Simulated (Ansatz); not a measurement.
Stepwise reaction of `[SiH3][O][In]([O][SiH3])[O][SiH3]` with hydrogen, as a gas-phase model of exchange steps in deposition or etching. ΔE in kJ/mol; ΔG adds harmonic PBE0-D4 terms to CCSD(T)/CBS, at 1 bar.

Gas-phase electronic energies from Ansatz, PBE0-D4/def2-TZVP geometries. CCSD(T)/CBS is the MP2 limit (def2-TZVPP, def2-QZVPP) plus CCSD(T) − MP2 in def2-TZVPP, frozen cores. This one scheme is used for every species. DFT in def2-TZVPP. B3LYP here is the variant with VWN-RPA as its local correlation; programs differ in this. def2 core potentials past Kr. For In outer-core shells are correlated without core-valence functions, which leaves a few kJ/mol of doubt a bond. One conformer a species, not always the lowest.

```
step                                                                          reaction  PBE-D4  B3LYP-D4  ωB97M-V  CCSD(T)/CBS  ΔG(600 K)
   1  `[SiH3][O][In]([O][SiH3])[O][SiH3]` + H₂ → `[SiH3][O][InH][O][SiH3]` + `O[SiH3]`    -6.4      -3.2     -7.3          7.8       10.9
   2                    `[SiH3][O][InH][O][SiH3]` + H₂ → `[SiH3][O][InH2]` + `O[SiH3]`    26.4      31.1     26.6         38.8       22.6
   3                                     `[SiH3][O][InH2]` + H₂ → `[InH3]` + `O[SiH3]`    42.3      44.7     38.9         53.0       55.0
```

**Question.** By hand: ΔE of the 3 steps together at CCSD(T)/CBS.

**Answer.** (7.8) + (38.8) + (53.0) = 99.6 kJ/mol, or 33.2 kJ/mol a step.

In ΔE each step is higher than the one before. All are uphill at CCSD(T)/CBS. ΔG lies between 10.9 and 55.0 kJ/mol a step. PBE-D4 differs from CCSD(T)/CBS by -14.2 to -10.7 kJ/mol a step. Isolated molecules leave out the surface, adducts and barriers. Largest T1 diagnostic: 0.015.
